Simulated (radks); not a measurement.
Q: The thulium ion Tm0.25+, 68.75 electrons, occupied as [Xe] 4f11.75 6s2 6p1 (fractional occupations, a model configuration). Method: scalar-relativistic Kohn-Sham, PBE, spin-unpolarised, spherical densities, finite nucleus; Fermi nuclear charge, rms radius 5.2256 fm; computed with a radial shooting solver on a logarithmic mesh with Libxc functionals. Some entries of the table are withheld. Estimate them.

| orbital | occ. | eigenvalue (hartree) | r(max) (bohr) | <r> (bohr) |
|---|---|---|---|---|
| 1s | 2 | -2178.844 | 0.01261 | 0.02001 |
| 2s | 2 | (1) | 0.07189 | (2) |
| 2p | 6 | -325.0890 | 0.05855 | 0.07542 |
| 3s | 2 | -83.17338 | 0.2033 | 0.2210 |
| 3p | 6 | -70.15296 | 0.2002 | 0.2203 |
| 3d | 10 | -54.06515 | 0.1633 | 0.1999 |
| 4s | 2 | -16.82960 | 0.4642 | 0.4973 |
| 4p | 6 | -12.54463 | 0.4854 | (3) |
| 4d | 10 | (4) | 0.5005 | 0.5695 |
| 5s | 2 | -2.35761 | 1.080 | 1.205 |
| 5p | 6 | -1.34017 | 1.229 | 1.415 |
| 4f | 11.75 | -0.61479 | 0.4917 | 0.7438 |
| 6s | 2 | (5) | 2.963 | 3.409 |
| 6p | 1 | -0.12795 | 3.849 | 4.546 |

A: 
(1) 2s eigenvalue (hartree): -368.0736
(2) 2s <r> (bohr): 0.08489
(3) 4p <r> (bohr): 0.5276
(4) 4d eigenvalue (hartree): -6.84996
(5) 6s eigenvalue (hartree): -0.27548
